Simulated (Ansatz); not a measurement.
(SnF2)n off (charge -1): PBE0-D4/def2-TZVPD single points in Ansatz on relaxed structures, gas phase. Each cluster is the lowest isomer that a short search found in that spin, judged at the geometry's level, and lower ones may exist. Core potentials for Sn, no spin–orbit coupling. HOMO and LUMO are taken over both spins. Singlets are spin-restricted. The spins of the ions were chosen, not always searched. A dash marks a value that wasn't run or was left out as unsound. The structures are stationary points that may keep the symmetry of their start. Remarks come from the PBE and PBE0 runs and from stability tests at other levels; not every state was tested. A HOMO above zero means that the electron is unbound at that level and held by the basis, or that self-interaction error raises the level; the energy of removing that electron tells which.

```json
{"species": "SnF2⁻", "atoms": "3", "state": "doublet; oxidised ion singlet", "geometry": "B3LYP-D4/def2-TZVPD", "HOMO (eV)": "0.70", "vertical IE (eV)": "1.27", "lowest of the spins relaxed": "doublet, of doublet/quartet", "point group (within 0.1 Å)": "C2v", "remarks": "HOMO above zero at PBE or PBE0, HOMO above zero (quartet)"}
{"species": "SnF3⁻", "atoms": "4", "state": "singlet", "geometry": "PBE-D4/def2-TZVPD", "HOMO (eV)": "-2.48", "vertical IE (eV)": "4.64", "lowest of the spins relaxed": "singlet, of singlet/triplet/quintet", "point group (within 0.1 Å)": "C3v", "remarks": "HOMO above zero (triplet), HOMO above zero (quintet)"}
```

Estimate the rows for Sn2F5⁻ (singlet, B3LYP-D4/def2-SVPD geometry).


```tsv
species	atoms	state	geometry	HOMO (eV)	vertical IE (eV)	lowest of the spins relaxed	point group (within 0.1 Å)
Sn2F5⁻	7	singlet	B3LYP-D4/def2-SVPD	-3.74	–	–	C2
```
